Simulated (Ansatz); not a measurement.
`C#[C][GaH][SH]` + CH₃NH₂ → `C[NH][GaH][SH]` + `C#C` at 298.15 K and 1 bar (ligand exchange at a Ga–C bond).

Calculated with Ansatz (gas phase, PBE0-D4/def2-TZVP geometries, no zero-point term in ΔE). CCSD(T)/CBS is the MP2 limit (def2-TZVPP, def2-QZVPP) plus CCSD(T) − MP2 in def2-TZVPP, frozen cores. This one scheme is used for every species. For Ga outer-core shells are correlated without core-valence functions, which leaves a few kJ/mol of doubt a bond. Scalar relativity is left out up to krypton. Each species was taken in one conformer, which may not be the lowest.

```tsv
species	CCSD(T)/CBS energy (Eh)	H − E (kJ/mol)	S (J/(mol·K))
`C#[C][GaH][SH]`	-2399.59828	111.0	333.4
CH₃NH₂	-95.75281	180.0	240.4
`C[NH][GaH][SH]`	-2418.12579	206.2	352.1
`C#C`	-77.22717	80.8	200.2
```

H − E and S are ideal-gas, rigid-rotor, harmonic terms from PBE0-D4/def2-TZVP, for one conformer and one mirror image of each species. 1 Eh = 2625.50 kJ/mol, R = 8.31446 J/(mol·K).

**Question.** By hand: ΔE, ΔH, ΔS and ΔG.

**Answer.** ΔE = (-2418.12579) + (-77.22717) − (-2399.59828) − (-95.75281) = -0.00187 Eh = -4.9 kJ/mol. Δ(H − E) = 206.2 + 80.8 − 111.0 − 180.0 = -4.0, so ΔH = -8.9 kJ/mol. ΔS = 352.1 + 200.2 − 333.4 − 240.4 = -21.5 J/(mol·K). ΔG = -8.9 − 298.15 × (-21.5)/1000 = -2.5 kJ/mol.

**Question.** By hand: the equilibrium constant, and the temperature at which ΔG would vanish if ΔH and ΔS stayed fixed.

**Answer.** log₁₀ K = −ΔG/(RT ln 10) = 0.4. ΔG = 0 at ΔH/ΔS = 414 K, though so small a ΔH makes that figure unsure.

TΔS isn't small against ΔH here. The sign of ΔG lies within the doubt. A doubt of 5 kJ/mol in ΔE shifts log₁₀ K by 0.9 here. Other conformers and mirror images would add mixing entropy, several J/(mol·K) or more a flexible species. These are equilibria of isolated gas molecules and say nothing of rates. Largest T1 diagnostic: 0.014 (customary marks: 0.02 for closed shells, 0.045 for open ones).
